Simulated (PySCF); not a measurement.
Excitation energy of Rb by level of theory

Rb [Kr] 5s1 (2S) → Rb [Kr] 4d1 (2D), as a difference of total energies. All numbers are calculated (PySCF 2.14, scalar relativity through the core potential, in def2-TZVPPD with the def2 core potential (28 electrons) (6s4p3d1f, 40 functions)). Correlated levels: valence and next inner shell: nothing frozen outside the core potential. The calculations carry no spin-orbit coupling.

```csv
method,excitation energy (cm⁻¹),error (cm⁻¹)
UHF,18056,-1299
LDA,19213,-142
PBE,17706,-1649
PBE0,17957,-1398
r2SCAN,17944,-1411
TPSSh,17079,-2276
revPBE,16949,-2406
BHandHLYP,18637,-719
MP2 (valence and next inner shell),19934,+579
SCS-MP2 (valence and next inner shell),19563,+207
```

Reference: 19355 cm⁻¹ (measured; NIST levels, between the centres of gravity of the two terms).

Errors of the correlated levels include the incompleteness of this basis.
